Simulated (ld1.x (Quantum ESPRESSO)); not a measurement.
**Transferability test, ultrasoft potential for carbon (C)**

C, ultrasoft, made with ld1.x (Quantum ESPRESSO) 7.5 (PBE, scalar-relativistic). Core [He], reference 2s1.75 2p2.25. Waves: 2s (bound): rcut 0.70, rcutus 0.95 bohr; 2s channel at -0.15 Ry: rcut 0.70, rcutus 0.95 bohr; 2p (bound): rcut 2.15, rcutus 3.00 bohr; 2p channel at 3.5 Ry: rcut 2.15, rcutus 3.00 bohr. Local part: all-electron potential smoothed inside 1.05 bohr (lloc = -1). Core correction: Bessel-smoothed model core, default radius (core density twice the valence density). Augmentation charge: built from norm-conserving waves at rcut, not smoothed further.

Energies are relative to the spin-unpolarised reference configuration 2s1.75 2p2.25; without spin polarisation the order of configurations can differ from experiment.

```csv
valence configuration,charge,ΔE all-electron (eV),error AE − PS (meV)
2s2 2p2,0,-2.117,-0.5
2s2 2p1,+1,8.744,-89
2s2 2p0,+2,32.901,+369
2s1 2p3,0,6.361,-5.7
2s1 2p2,+1,17.498,-337
```

Problem. What are ΔE and the potential's error for 2s1 2p0?

Solution. ΔE = 81.095 eV all-electron; the error (AE − PS) is +740 meV.

Problem. What are ΔE and the potential's error for 2s0 2p4?

Solution. ΔE = 14.858 eV all-electron; the error (AE − PS) is -34 meV.

A Bessel basis up to 400 Ry misses an occupied level by 0.42 Ry, so cutoffs and ghosts were not judged.
